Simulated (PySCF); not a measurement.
Al(OH)(SH)2 (AlH3OS2), SMILES [SH][Al]([SH])[OH]. Atoms are numbered in the order given.

```xyz
7

Al     0.3736     0.0009     0.0000
O      2.0639    -0.1596     0.0000
H      2.7330     0.5296     0.0000
S     -0.8034    -1.8378     0.0000
H      0.3064    -2.6149     0.0000
S     -0.6063     1.9580     0.0000
H     -1.8526     1.4283     0.0000
```
Charge 0, spin multiplicity 1.

Geometry: B3LYP-D3(BJ)/def2-SVP. One conformer was computed; it need not be the lowest.

Method: PySCF with PBE0/pcSseg-1.

GIAO shieldings, no solvent; atoms listed in one row are averaged. δ = σ(ref) − σ: ¹⁷O against H2O (σ = 334.2 ppm); ¹H against TMS (σ = 31.56 ppm); ³³S against H2S (σ = 716.7 ppm), references at their B3LYP-D3(BJ)/def2-TZVP geometries, non-relativistic.

Computed chemical shifts:
```
nucleus  atoms  count  δ (ppm)
-------  -----  -----  -------
¹⁷O         O2      1     50.1
¹H          H3      1     2.65
¹H          H5      1     1.17
¹H          H7      1     0.81
³³S         S6      1    -24.3
³³S         S4      1    -47.8
```
